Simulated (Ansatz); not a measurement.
Consider the formal exchange of groups at the Si–C bond: `[SiH3]C1=NCO1` + `CC[SiH2]N` → `CC[SiH](N)[SiH3]` + `C1=NCO1`.

Gas-phase electronic energies from Ansatz, PBE0-D4/def2-TZVP geometries. CCSD(T)/CBS is the MP2 limit (def2-TZVPP, def2-QZVPP) plus CCSD(T) − MP2 in def2-TZVPP, frozen cores. Functionals use def2-TZVPP. One conformer a species, not always the lowest.

| species | r2SCAN energy (Eh) |
| --- | --- |
| `[SiH3]C1=NCO1` | -498.57166 |
| `CC[SiH2]N` | -425.85867 |
| `CC[SiH](N)[SiH3]` | -716.53399 |
| `C1=NCO1` | -207.89858 |

Work out ΔE.

ΔE = (-716.53399) + (-207.89858) − (-498.57166) − (-425.85867) = -0.00224 Eh = -5.9 kJ/mol. CCSD(T)/CBS gives -1.9 kJ/mol.

Largest T1 diagnostic among the species: 0.015.

In def2-TZVPP, CCSD(T) changes the Hartree–Fock value by −9.8 kJ/mol (the triples alone add −0.8 kJ/mol) and MP2 by −4.8 kJ/mol. The D4 term adds −4.4 kJ/mol with B3LYP and −2.7 kJ/mol with PBE0; it sums over pairs of atoms, weighted by their polarisabilities, and B3LYP, whose exchange is more repulsive, gets the larger term.

B3LYP here is the variant with VWN-RPA as its local correlation; programs differ in this.
